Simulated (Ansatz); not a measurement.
Ligand-field states of mer-CoF3(H2O)3 (CoO₃F₃H₆) at its r2SCAN-D4/def2-SVP geometry (relaxed as a singlet).

Cartesian coordinates in Å:
```
Co -0.019 -0.140 -0.122
F 1.575 -0.867 -0.544
F -1.531 0.778 0.425
F -0.892 -1.656 -0.463
O 0.791 1.604 0.275
H 1.372 1.531 1.049
H -0.071 1.960 0.588
O -0.050 0.161 -2.019
H -0.649 -0.590 -2.217
H 0.851 -0.259 -2.050
O -0.093 -0.673 1.739
H -0.299 -1.613 1.558
H -0.985 -0.237 1.780
```

CASSCF(6,5) on the Co 3d shell in def2-SVP, averaged with equal weights over 5 quintets and 12 triplets and 6 singlets, then SC-NEVPT2; Ansatz, no spin–orbit coupling. The space holds no ligand orbitals and no second d shell, so covalent complexes are described poorly.

(1) Estimate the states' energies above the lowest.

Answers

(1) 
```tsv
state	CASSCF (cm⁻¹)	NEVPT2 (cm⁻¹)
quintet 1	0	279
quintet 2	1042	1488
quintet 3	3404	4514
quintet 4	13857	17445
quintet 5	18163	22557
triplet 1	11507	5915
triplet 2	11683	6103
triplet 3	12481	7013
triplet 4	15063	9219
triplet 5	18678	14748
triplet 6	19709	16290
triplet 7	24101	22195
triplet 8	24715	23037
triplet 9	24957	23434
triplet 10	26302	24351
triplet 11	27101	25449
triplet 12	28524	26911
singlet 1	9915	0
singlet 2	22023	16638
singlet 3	22132	16762
singlet 4	22508	17239
singlet 5	31031	25056
singlet 6	32726	29548
```
The lowest NEVPT2 state is a singlet. Hardware: 4 threads of Intel Xeon Platinum 8488C on a shared host. Wall time 47 s, peak host memory 0.97 GiB.
